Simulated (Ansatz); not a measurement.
Harmonic frequencies (cm⁻¹) at PBE0-D4/def2-TZVP from Ansatz: 258, 371, 468, 865, 920, 946, 1032, 1037, 1116, 1181, 1292, 1313, 1472, 2579, 2594, 2676, 2684, 3590.

(1) Which molecule is it?
A. `BN[SiH3]`
B. `BNCC`
C. `BBN`
D. `BNB`

Answers

(1) D.
